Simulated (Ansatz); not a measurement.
Mulliken charges of CH6BClSn (`[BH2][SnH2][CH2]Cl`) from r2SCAN/def2-TZVPP in Ansatz (PBE0-D4/def2-TZVP geometry).

```
atom   x (Å)   y (Å)   z (Å)  charge (e)
  B1  -1.033   0.687  -1.068      -0.290
 Sn2  -0.543  -1.022   0.333       0.545
  C3   1.290   0.178   0.644      -0.312
 Cl4   0.813   1.509  -0.504       0.047
  H5  -0.912   0.498  -2.242       0.016
  H6  -1.829   1.499  -0.699       0.016
  H7  -0.072  -2.581  -0.203      -0.132
  H8  -1.297  -1.245   1.856      -0.132
  H9   1.434   0.649   1.614       0.121
 H10   2.232  -0.222   0.274       0.121
```

Problem. By hand: the dipole of these point charges (1 e Å = 4.8032 D).

Solution. Σ q r = (0.220, -0.152, 0.230) e Å, of length 0.353 e Å = 1.70 D.

Problem. How does the dipole of the full density compare? (Estimate.)

Solution. Ansatz gave: (0.373, -0.002, 0.223) e Å, 2.09 D; the point charges give 0.81 times that, at 29° from its direction.

Point charges leave out the atoms' own dipoles, such as those of lone pairs, and Mulliken's split depends on the basis, so the two needn't agree.
